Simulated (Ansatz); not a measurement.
```yaml
crystal:
  periodic: [true, true, true]
  atoms:
    - {symbol: C, position_ang: [0.270549, -1.183944, 0.954789]}
    - {symbol: N, position_ang: [0.037556, -0.109799, 0.086585]}
    - {symbol: V, position_ang: [-0.192554, 1.139048, -0.873861]}
    - {symbol: F, position_ang: [-1.379999, 0.643807, -2.124769]}
    - {symbol: F, position_ang: [1.289440, 1.503598, -1.563069]}
    - {symbol: F, position_ang: [-0.784511, 2.444791, 0.070807]}
    - {symbol: H, position_ang: [-0.058249, -0.977700, 1.934245]}
    - {symbol: H, position_ang: [-0.361969, -2.068769, 0.605321]}
    - {symbol: H, position_ang: [1.340718, -1.445515, 0.913194]}
basis:
  gaussian: {orbitals: def2-TZVPD}
hamiltonian: {xc: {name: HF}}
correlation: {method: rpa}
```

```sh
$ ansatz run in.yaml --threads 8 --pin off --events-out ev --progress --plain --max-ram 18278MiB
```

Output, abridged:

```
Error: YAML parse error: error: line 2 column 3: crystal: missing field `lattice` (a structure is typed as `lattice` and `atoms`, a molecule's as `atoms` in Å alone, or read from a run's directory, `checkpoint`)
 --> <input>:2:3
1 | crystal:
2 |   periodic: [true, true, true]
3 |   atoms:
4 |     - {symbol: C, position_ang: [0.270549, -1.183944, 0.954789]}
```

(1) Something in this input is off. What?

Results:

(1) The molecule is marked periodic without a cell. The program refused the input.
